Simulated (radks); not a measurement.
Task: All-electron atom: neutral promethium in [Xe] 4f5 6s2. Method: Dirac Kohn-Sham, BP86, spin-unpolarised, spherical densities, point nucleus; open shells are shared between the two j in proportion to 2j + 1; computed with a radial shooting solver on a logarithmic mesh with Libxc functionals. Some entries of the table are withheld. Estimate them.

| orbital | occ. | eigenvalue (eV) | r(max) (bohr) | <r^2> (bohr^2) |
|---|---|---|---|---|
| 1s1/2 | 2 | -44988.18 | 0.01478 | 0.0007315 |
| 2s1/2 | 2 | -7310.979 | 0.08394 | 0.01150 |
| 2p1/2 | 2 | -6923.149 | 0.06370 | 0.008388 |
| 2p3/2 | 4 | -6362.668 | 0.06923 | 0.009635 |
| 3s1/2 | 2 | -1594.394 | 0.2388 | 0.07744 |
| 3p1/2 | 2 | -1428.167 | 0.2258 | 0.07254 |
| 3p3/2 | 4 | -1315.476 | 0.2376 | 0.07982 |
| 3d3/2 | 4 | -1026.659 | 0.1898 | 0.06448 |
| 3d5/2 | 6 | -1002.242 | 0.1932 | 0.06652 |
| 4s1/2 | 2 | -317.0399 | 0.5522 | 0.3968 |
| 4p1/2 | 2 | -253.8133 | 0.5588 | 0.4208 |
| 4p3/2 | 4 | -229.2088 | 0.5841 | 0.4611 |
| 4d3/2 | 4 | -125.2682 | 0.5979 | 0.5408 |
| 4d5/2 | 6 | -120.8965 | 0.6062 | 0.5570 |
| 5s1/2 | 2 | -41.9110 | 1.289 | 2.337 |
| 5p1/2 | 2 | -25.0454 | 1.413 | 3.023 |
| 5p3/2 | 4 | -21.7730 | 1.488 | 3.393 |
| 6s1/2 | 2 | -3.6779 | 3.702 | 21.40 |
| 4f5/2 | 2.14286 | (1) | 0.6338 | 1.586 |
| 4f7/2 | 2.85714 | (2) | 0.6390 | 1.682 |
| 5d3/2 | 0 | -2.0363 | 2.180 | 13.09 |
| 5d5/2 | 0 | -1.8632 | 2.240 | 14.05 |
| 6p1/2 | 0 | (3) | 4.809 | 37.87 |
| 6p3/2 | 0 | (4) | 5.075 | 42.22 |

Result: 
(1) 4f5/2 eigenvalue (eV): -2.5259
(2) 4f7/2 eigenvalue (eV): -2.0566
(3) 6p1/2 eigenvalue (eV): -1.4306
(4) 6p3/2 eigenvalue (eV): -1.2427
